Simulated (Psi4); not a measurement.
C4H12Ge, charge -1, doublet, at the geometry of the source list (a state made from the parent by changing its charge; the spin is typed, not shown lowest) (a gas-phase anion, which may not be bound at this level); R2SCAN/STO-3G (Psi4).

Psi4 was given this input:
```
memory 2 GB

molecule mol {
-1 2
Ge    0.738300    1.693100    0.196900
C    -0.056600   -0.134800   -0.017900
C    -0.234800   -0.768800    1.357700
C     0.875400   -0.996300   -0.863000
C    -1.413600   -0.016900   -0.703700
H     1.969800    1.673700    1.047400
H     1.126400    2.300200   -1.120500
H    -0.222500    2.643100    0.845500
H    -0.661200   -1.770000    1.266300
H     0.723000   -0.852200    1.869900
H    -0.904500   -0.168300    1.972400
H     1.848400   -1.094300   -0.381900
H     1.022900   -0.552100   -1.848200
H     0.459000   -1.994800   -0.997100
H    -1.308500    0.417500   -1.699000
H    -2.082800    0.619200   -0.119800
H    -1.878600   -0.998400   -0.805100
}

set {
  basis sto-3g
  reference uks
}

energy('r2scan')
print_variables()
```

The log (banner, timings and long lists left out):

```
   => Loading Basis Set <=

    Name: STO-3G
    Role: ORBITAL
    Keyword: BASIS

         ---------------------------------------------------------
                                   SCF
               by Justin Turney, Rob Parrish, Andy Simmonett
                          and Daniel G. A. Smith
                              UKS Reference
         ---------------------------------------------------------

  ==> Geometry <==

    Molecular point group: c1
    Full point group: C1

    Geometry (in Angstrom), charge = -1, multiplicity = 2:

       Center              X                  Y                   Z               Mass
    ------------   -----------------  -----------------  -----------------  -----------------
         GE           0.404659029395     0.929158381196     0.108384483436    73.921177761000
         C           -0.390240970605    -0.898741618804    -0.106415516564    12.000000000000
         C           -0.568440970605    -1.532741618804     1.269184483436    12.000000000000
         C            0.541759029395    -1.760241618804    -0.951515516564    12.000000000000
         C           -1.747240970605    -0.780841618804    -0.792215516564    12.000000000000
         H            1.636159029395     0.909758381196     0.958884483436     1.007825032230
         H            0.792759029395     1.536258381196    -1.209015516564     1.007825032230
         H           -0.556140970605     1.879158381196     0.756984483436     1.007825032230
         H           -0.994840970605    -2.533941618804     1.177784483436     1.007825032230
         H            0.389359029395    -1.616141618804     1.781384483436     1.007825032230
         H           -1.238140970605    -0.932241618804     1.883884483436     1.007825032230
         H            1.514759029395    -1.858241618804    -0.470415516564     1.007825032230
         H            0.689259029395    -1.316041618804    -1.936715516564     1.007825032230
         H            0.125359029395    -2.758741618804    -1.085615516564     1.007825032230
         H           -1.642140970605    -0.346441618804    -1.787515516564     1.007825032230
         H           -2.416440970605    -0.144741618804    -0.208315516564     1.007825032230
         H           -2.212240970605    -1.762341618804    -0.893615516564     1.007825032230

  Running in c1 symmetry.

  Rotational constants: A =      0.14646  B =      0.06453  C =      0.06448 [cm^-1]
[...]
      Ntotal   =   69.0000425211 ; deviation = 4.252e-05

   @Spin Contamination Metric:   2.611323293E-03
   @S^2 Expected:                7.500000000E-01
   @S^2 Observed:                7.526113233E-01
   @S   Expected:                5.000000000E-01
   @S   Observed:                5.000000000E-01

    Orbital Energies [Eh]
    ---------------------

    Alpha Occupied:

[...]
    Alpha Virtual:

[...]
    Beta Occupied:

[...]
      34A      0.197474

    Beta Virtual:

[...]
      50A      0.781447

    Final Occupation by Irrep:
              A
    DOCC [    34 ]
    SOCC [     1 ]
    NA   [    35 ]
    NB   [    34 ]

  @DF-UKS Final Energy: -2210.49099590321566

   => Energetics <=

    Nuclear Repulsion Energy =            378.1253330385620757
    One-Electron Energy =               -3860.0125817782154627
    Two-Electron Energy =                1377.8724792373227501
    DFT Exchange-Correlation Energy =    -106.4762264008852100
    Empirical Dispersion Energy =           0.0000000000000000
    VV10 Nonlocal Energy =                  0.0000000000000000
    Total Energy =                      -2210.4909959032156621

  UHF NO Occupations:
  HONO-2 :   33  A 1.9997446
  HONO-1 :   34  A 1.9997172
  HONO-0 :   35  A 1.0000000
  LUNO+0 :   36  A 0.0002828
  LUNO+1 :   37  A 0.0002554
  LUNO+2 :   38  A 0.0002423
  LUNO+3 :   39  A 0.0001923

Computation Completed

Properties will be evaluated at   0.000000,   0.000000,   0.000000 [a0]

Properties computed using the SCF density matrix

 Multipole Moments:

 ------------------------------------------------------------------------------------
     Multipole            Electronic (a.u.)      Nuclear  (a.u.)        Total (a.u.)
 ------------------------------------------------------------------------------------

 L = 1.  Multiply by 2.5417464519 to convert [e a0] to [Debye]
 Dipole X            :          7.5419254           -7.4609902            0.0809352
 Dipole Y            :         17.2881336          -17.0945194            0.1936142
 Dipole Z            :          2.0157336           -1.9837497            0.0319839
 Magnitude           :                                                    0.2122732

 ------------------------------------------------------------------------------------

  Variable Map:
  ----------------------------------------------------------------------------
[...]
  Array Variable Map:
  ----------------------------------------------------------------------------
[...]
[...]
```
